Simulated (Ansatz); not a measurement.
Ideal-gas functions of CH3GaOS (`O=C[S][GaH2]`) at 298.15 K and 1 bar, from an Ansatz frequency run at PBE0-D4/def2-TZVP.

Molar mass 132.82 g/mol, point group Cs (symmetry number 1), electronic degeneracy 1, moments of inertia 38.626, 316.028, 354.654 u Å². Harmonic wavenumbers (cm⁻¹, unscaled): 105, 145, 261, 354, 459, 491, 595, 714, 776, 952, 1362, 1811, 1997, 2035, 2951.

Use S(trans) = R[1.5 ln M + 2.5 ln T − 1.1517]; rotational temperatures θ = 24.2544 K / I; S(rot) = R[ln(√π/σ · √(T³/θAθBθC)) + 1.5]; for each mode x = 1.438777 ν̃/T, S = R[x/(eˣ − 1) − ln(1 − e⁻ˣ)] and H = RT x/(eˣ − 1); 1 cm⁻¹ = 0.0119627 kJ/mol; R = 8.31446 J/(mol·K).

**Question.** By hand: the entropy, in J/(mol·K).

**Answer.** Translation 169.8. Rotation: θ = 0.6279, 0.0767, 0.0684 K, giving 112.1. Vibration, mode by mode: 14.06, 11.45, 6.92, 4.80, 3.22, 2.85, 1.92, 1.21, 0.95, 0.47, 0.09, 0.01, 0.01, 0.00, 0.00, in all 48.0. Electronic 0.0. Sum 329.9 J/(mol·K).

**Question.** By hand: H − E and G − E in kJ/mol, counted from the electronic energy.

**Answer.** Zero-point energy ½ × 15008 × 0.0119627 = 89.8; thermal vibration 8.1; translation, rotation and pV give 4 RT = 9.9. H − E = 107.8 kJ/mol, and G − E = 107.8 − 298.15 × 329.9/1000 = 9.4 kJ/mol.

Vibration gives 15 % of the entropy, 25.5 J/(mol·K) of it from the modes under 150 cm⁻¹: soft modes count most, and the harmonic formula is weakest for them. The sum counts one conformer and one mirror image; others add a mixing term.
